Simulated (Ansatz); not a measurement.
Reaction (formal exchange of groups at the Si–N bond): `CBN[SiH3]` + `FCI` → `[SiH3]I` + `CBNCF`

Program: Ansatz. Geometries: PBE0-D4/def2-TZVP. ΔE: electronic, gas phase. CCSD(T)/CBS is the MP2 limit (def2-TZVPP, def2-QZVPP) plus CCSD(T) − MP2 in def2-TZVPP, frozen cores. Functionals use def2-TZVPP. Elements past krypton have def2 core potentials. For I outer-core shells are correlated without core-valence functions, which leaves a few kJ/mol of doubt a bond. Each species was taken in one conformer, which may not be the lowest.

```json
{"species": "`CBN[SiH3]`", "PBE0-D4 energy (Eh)": "-411.85864"}
{"species": "`FCI`", "PBE0-D4 energy (Eh)": "-436.77960"}
{"species": "`[SiH3]I`", "PBE0-D4 energy (Eh)": "-588.93191"}
{"species": "`CBNCF`", "PBE0-D4 energy (Eh)": "-259.73237"}
```

Problem. Work out ΔE.

Solution. ΔE = (-588.93191) + (-259.73237) − (-411.85864) − (-436.77960) = -0.02604 Eh = -68.4 kJ/mol. CCSD(T)/CBS gives -59.6 kJ/mol.

Largest T1 diagnostic among the species: 0.012.

The D4 term adds +4.7 kJ/mol with B3LYP and +2.4 kJ/mol with PBE0; it sums over pairs of atoms, weighted by their polarisabilities, and B3LYP, whose exchange is more repulsive, gets the larger term. From PBE to PBE0 (25 % exact exchange), in def2-TZVPP and without D4, ΔE moves by −5.7 kJ/mol.

B3LYP here is the variant with VWN-RPA as its local correlation; programs differ in this.
